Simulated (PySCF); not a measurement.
# O⁺ (oxygen, charge +1) across methods

[He] 2s2 2p3, high-spin 4S determinant. Calculation: PySCF 2.14, in x2c-TZVPPall with one added diffuse shell each of s, p, d type (6s4p3d1f, 40 functions); scalar relativity by spin-free X2C-1e.

```tsv
method	E (hartree)	mean ε 2s α (eV)	mean ε 2s β (eV)	mean ε 2p α (eV)	Σ⟨r²⟩ (bohr²)	⟨S²⟩
MN15	-74.5799	-44.861	-38.711	-29.614	7.443	3.750
UHF	-74.42667	-56.415	-41.726	-36.204	7.335	3.755
r2SCAN	-74.6092	-43.560	-35.743	-27.289	7.386	3.753
PBE0	-74.5642	-45.436	-37.639	-28.971	7.418	3.752
TPSSh	-74.6409	-43.882	-36.628	-27.650	7.415	3.752
PBE	-74.5483	-41.563	-35.672	-26.358	7.478	3.752
LDA	-74.0646	-41.198	-35.604	-26.426	7.507	3.752
M06	-74.6094	-45.257	-37.904	-28.871	7.368	3.753
BLYP	-74.6209	-41.241	-35.879	-26.160	7.487	3.752
```
